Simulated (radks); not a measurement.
Results of a calculation; reference values are marked as such.
Bi III, 81 electrons, occupied as [Hg] 6p1 (the NIST ground configuration).

Code: a radial shooting solver on a logarithmic mesh with Libxc functionals. Model: scalar-relativistic Kohn-Sham, BLYP, spin-polarised, spherical densities, finite nucleus; open shells are filled with parallel spins first (spin-orbit coupling, left out, can overturn this in heavy ions); Fermi nuclear charge, rms radius 5.5211 fm.

Energy parts (eV):
total: -585711.78
kinetic: 663860.39
electron-nucleus: -1462194.58
Hartree: 223372.02
exchange-correlation: -10749.62

Orbitals (lengths in bohr, moments of r in powers of bohr; <r^-3> diverges for s and p1/2; r(max) is where P^2 peaks; r(90%) holds 90 % of the orbital's charge):
orbital  occ.  eigenvalue (eV)    r(max)  r(90%)  <r^-3>
1s up       1        -90643.11  0.009662  0.0290       -
1s down     1        -90643.10  0.009662  0.0290       -
2s up       1        -16302.15   0.05620   0.103       -
2s down     1        -16302.14   0.05620   0.103       -
2p up       3        -13954.33   0.04690  0.0988   31040
2p down     3        -13954.32   0.04690  0.0988   31040
3s up       1        -3948.285    0.1585   0.252       -
3s down     1        -3948.275    0.1585   0.252       -
3p up       3        -3277.159    0.1588   0.260    7233
3p down     3        -3277.148    0.1588   0.260    7233
3d up       5        -2601.353    0.1294   0.244   871.5
3d down     5        -2601.343    0.1294   0.244   871.5
4s up       1        -919.3380    0.3558   0.540       -
4s down     1        -919.3211    0.3558   0.540       -
4p up       3        -699.3360    0.3759   0.583    1791
4p down     3        -699.3180    0.3759   0.583    1791
4d up       5        -447.4035    0.3814   0.628   191.5
4d down     5        -447.3833    0.3814   0.628   191.5
4f up       7        -169.9823    0.3419   0.698   39.36
4f down     7        -169.9592    0.3419   0.698   39.36
5s up       1        -175.0682    0.7703    1.18       -
5s down     1        -175.0198    0.7703    1.18       -
5p up       3        -113.1990    0.8597    1.36   343.8
5p down     3        -113.1490    0.8598    1.36   343.9
5d up       5         -44.3404     1.033    1.85   24.39
5d down     5         -44.1997     1.032    1.84   24.54
6s up       1         -30.9143     1.841    2.99       -
6s down     1         -30.3136     1.832    2.99       -
6p up       1         -19.5200     2.290    3.81   37.11
6p down     0         -18.8608     2.286    3.85   36.94

The highest occupied level is 6p up at -19.520 eV. The spin density at the nucleus is -5.659 e/bohr^3 (1s -0.368, 2s 0.133, 3s 0.129, 4s 0.054, 5s 0.289, 6s -5.896). For comparison, the ionisation energy in NIST's Atomic Spectra Database is 25.571 eV (measured). In exact Kohn-Sham theory the highest level is minus the ionisation energy, but local and semilocal functionals leave it too shallow, through self-interaction and a potential that decays too fast; potentials with the right tail come closer. Spin moment in Bohr magnetons: 1. The density falls to 0.001 e/bohr^3 at r = 3.93 bohr.
